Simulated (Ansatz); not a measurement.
`C[SiH](F)Cl` + H–F → `F[SiH](F)Cl` + CH₄ at 700 K and 1 bar (ligand exchange at the Si–C bond).

Calculated with Ansatz (gas phase, PBE0-D4/def2-TZVP geometries, no zero-point term in ΔE). CBS: MP2 limit from def2 TZ/QZ plus the TZ coupled-cluster correction, frozen cores. This one scheme is used for every species.

| species | CCSD(T)/CBS energy (Eh) | H − E (kJ/mol) | S (J/(mol·K)) |
| --- | --- | --- | --- |
| `C[SiH](F)Cl` | -889.24457 | 194.0 | 410.2 |
| H–F | -100.39570 | 45.2 | 198.5 |
| `F[SiH](F)Cl` | -949.23245 | 91.4 | 368.2 |
| CH₄ | -40.46206 | 145.9 | 224.0 |

H − E and S are ideal-gas, rigid-rotor, harmonic terms from PBE0-D4/def2-TZVP, for one conformer and one mirror image of each species. 1 Eh = 2625.50 kJ/mol, R = 8.31446 J/(mol·K).

Q: By hand: ΔE, ΔH, ΔS and ΔG.

A: ΔE = (-949.23245) + (-40.46206) − (-889.24457) − (-100.39570) = -0.05424 Eh = -142.4 kJ/mol. Δ(H − E) = 91.4 + 145.9 − 194.0 − 45.2 = -1.9, so ΔH = -144.3 kJ/mol. ΔS = 368.2 + 224.0 − 410.2 − 198.5 = -16.5 J/(mol·K). ΔG = -144.3 − 700 × (-16.5)/1000 = -132.8 kJ/mol.

Q: By hand: the equilibrium constant, and the temperature at which ΔG would vanish if ΔH and ΔS stayed fixed.

A: log₁₀ K = −ΔG/(RT ln 10) = 9.9. ΔG = 0 at ΔH/ΔS = 8745 K, far beyond where these terms or the molecules hold.

ΔH outweighs TΔS. A doubt of 5 kJ/mol in ΔE shifts log₁₀ K by 0.4 here. Other conformers and mirror images would add mixing entropy, several J/(mol·K) or more a flexible species. These are equilibria of isolated gas molecules and say nothing of rates. Largest T1 diagnostic: 0.011 (customary marks: 0.02 for closed shells, 0.045 for open ones).
